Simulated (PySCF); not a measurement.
C₄H₁₁BO₂ (SMILES CCCB(O)OC), singlet, at a GFN2-xTB geometry, atoms displaced at random by about 0.03 Å a coordinate; PBE/STO-3G, gradient in PySCF.

The PySCF input:
```python
from pyscf import gto, scf, dft

mol = gto.Mole()
mol.atom = '''
    B     0.30994525    0.80593281    0.04750454
    O     0.83701329    2.00641922    0.49665573
    H     0.54338884    2.78185310    0.10198520
    O    -0.79782973    0.81598583   -0.77374908
    C    -1.35783738    1.98883343   -1.38179128
    H    -0.61643074    2.46039384   -1.98753962
    H    -2.12615529    1.63017225   -2.06827066
    H    -1.75257227    2.62601487   -0.60137881
    C     0.78210604   -0.58641084    0.57698601
    C    -0.16721522   -1.75939028    0.33210869
    C     0.48661305   -3.06864475    0.74558723
    H     0.99042162   -0.52153745    1.65163345
    H     1.77028199   -0.82144743    0.10402973
    H    -1.08973460   -1.54568747    0.81844895
    H    -0.34003134   -1.80123541   -0.69535556
    H     1.42967853   -3.28100368    0.32976597
    H    -0.25817075   -3.89994592    0.67398234
    H     0.63383467   -3.07463061    1.91086324
'''
mol.basis = 'sto-3g'
mol.verbose = 4
mol.build()

mf = dft.RKS(mol)
mf.xc = 'pbe'
mf.grids.level = 1
mf.kernel()
g = mf.nuc_grad_method()
g.grid_response = True
grad = g.kernel()
```

Output, abridged:

```
PySCF version 2.14.0

[INPUT] verbose = 4
[INPUT] num. atoms = 18
[INPUT] num. electrons = 56
[INPUT] charge = 0
[INPUT] spin (= nelec alpha-beta = 2S) = 0
[INPUT] symmetry False subgroup None
[INPUT] Mole.unit = angstrom
[INPUT] Symbol           X                Y                Z      unit          X                Y                Z       unit  Magmom
[...]
nuclear repulsion = 301.762913633161
number of shells = 32
number of NR pGTOs = 138
number of NR cGTOs = 46
basis = sto-3g
ecp = {}

******** <class 'pyscf.dft.rks.RKS'> ********
method = RKS
initial guess = minao
damping factor = 0
level_shift factor = 0
DIIS = <class 'pyscf.scf.diis.CDIIS'>
diis_start_cycle = 1
diis_space = 8
diis_damp = 0
SCF conv_tol = 1e-09
SCF conv_tol_grad = None
SCF max_cycles = 50
direct_scf = True
direct_scf_tol = 1e-13
XC library pyscf.dft.libxc version 7.1.2
    S. Lehtola, C. Steigemann, M. J. T. Oliveira, and M. A. L. Marques,  SoftwareX 7, 1–5 (2018)
XC functionals = pbe
    J. P. Perdew, K. Burke, and M. Ernzerhof,  Phys. Rev. Lett. 77, 3865 (1996)
    J. P. Perdew, K. Burke, and M. Ernzerhof,  Phys. Rev. Lett. 78, 1396 (1997)
    J. P. Perdew, K. Burke, and M. Ernzerhof,  Phys. Rev. Lett. 77, 3865 (1996)
    J. P. Perdew, K. Burke, and M. Ernzerhof,  Phys. Rev. Lett. 78, 1396 (1997)
radial grids:
    Treutler-Ahlrichs [JCP 102, 346 (1995); DOI:10.1063/1.469408] (M4) radial grids

becke partition: Becke, JCP 88, 2547 (1988); DOI:10.1063/1.454033
pruning grids: <function nwchem_prune>
grids dens level: 1
symmetrized grids: False
atomic radii adjust function: <function treutler_atomic_radii_adjust>
small_rho_cutoff = 0
Set gradient conv threshold to 3.16228e-05
Initial guess from minao.
tot grids = 63456
init E= -330.241997050512
[...]
cycle= 1 E= -329.549177403148  delta_E= 0.693  |g|= 0.685  |ddm|=  5.1
[...]
cycle= 2 E= -329.36870545538  delta_E= 0.18  |g|= 1.06  |ddm|= 2.17
[...]
cycle= 3 E= -329.701346880299  delta_E= -0.333  |g|= 0.108  |ddm|= 1.33
[...]
cycle= 4 E= -329.705216947377  delta_E= -0.00387  |g|= 0.0329  |ddm|= 0.19
[...]
cycle= 5 E= -329.705444177659  delta_E= -0.000227  |g|= 0.0186  |ddm|= 0.0634
[...]
cycle= 6 E= -329.705550032903  delta_E= -0.000106  |g|= 0.00474  |ddm|= 0.0287
[...]
cycle= 7 E= -329.70555666926  delta_E= -6.64e-06  |g|= 0.00052  |ddm|= 0.0064
[...]
cycle= 8 E= -329.70555675094  delta_E= -8.17e-08  |g|= 0.000169  |ddm|= 0.000823
[...]
cycle= 9 E= -329.705556759417  delta_E= -8.48e-09  |g|= 2.68e-05  |ddm|= 0.000232
[...]
cycle= 10 E= -329.705556759666  delta_E= -2.49e-10  |g|= 2.63e-06  |ddm|= 4.01e-05
[...]
Extra cycle  E= -329.705556759666  delta_E= 5.68e-13  |g|= 3.25e-06  |ddm|= 9.3e-06
converged SCF energy = -329.705556759666

******** <class 'pyscf.grad.rks.Gradients'> for <class 'pyscf.dft.rks.RKS'> ********
unit = Eh/Bohr
grid_response = True
--------------- RKS gradients ---------------
         x                y                z
0 B     0.0233855151    -0.0511154196     0.0047461759
1 O    -0.0673144710     0.1244094595    -0.0712569125
2 H     0.0517410285    -0.1041706609     0.0636001625
3 O     0.0007096753     0.0501319032     0.0025228006
4 C    -0.0041059289     0.0230808869    -0.0094802780
5 H    -0.0245810808    -0.0302392251     0.0198539466
6 H     0.0197029658     0.0000686956     0.0067531177
7 H     0.0143708842    -0.0249752410    -0.0092847049
8 C    -0.0315157565    -0.0065388204    -0.0014352990
9 C    -0.0389054935    -0.0066207955    -0.0141123160
10 C     0.0571805922     0.0205073085    -0.1005358254
11 H    -0.0032966990    -0.0012680045    -0.0098556254
12 H     0.0052091534     0.0002300868    -0.0034478577
13 H     0.0313193277     0.0029228940    -0.0183263371
14 H     0.0163903472     0.0020336212     0.0576747147
15 H    -0.0353953570     0.0091507578     0.0273176441
16 H    -0.0122408006    -0.0003100619     0.0162091288
17 H    -0.0026539021    -0.0072973846     0.0390574653
----------------------------------------------
```
